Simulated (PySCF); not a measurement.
SeH₄ at several levels of theory

All levels use the PBE0 minimum (singlet; Se–H 1.545 Å (×4); H–Se–H 84.9° (×4), H–Se–H 145.2° (×2)), basis [Se def2-TZVP, H def2-TZVP], no relativity, density fitting, no spin–orbit coupling, PySCF. For vertical energies the ionised species is a doublet (spins chosen at PBE0 and kept) and the electron-attached one a doublet. Atomisation goes to high-spin ground-configuration atoms, without zero-point energy. Open shells are unrestricted, also as the reference of the correlated levels. A dash marks a value that was not computed or is not defined at that level.

| level | atomisation (kJ/mol) | vertical IP (eV) | vertical EA (eV) | −ε(HOMO) (eV) | gap (eV) | dipole (D) |
| --- | --- | --- | --- | --- | --- | --- |
| PBE0 | 825 | 8.83 | -0.77 | 6.41 | 5.27 | 0.11 |
| HF | 466 | 8.08 | -1.62 | 8.95 | 10.99 | 0.16 |
| MP2 | 733 | 8.76 | -1.03 | – | – | – |
| PBE | 848 | 8.78 | -0.69 | 5.37 | 3.32 | 0.06 |
| B3LYP | 843 | 8.93 | -0.65 | 6.31 | 4.81 | 0.05 |
| r2SCAN | 848 | 8.74 | -0.70 | 5.58 | 3.77 | 0.10 |
| TPSSh | 880 | 8.84 | -0.80 | 5.97 | 4.44 | 0.09 |
| B97-3 | 824 | 8.92 | -0.89 | 6.51 | 5.54 | 0.10 |
| B2PLYP | 808 | 8.80 | -0.85 | – | – | – |

Without diffuse functions attachment energies tend to come out too low.
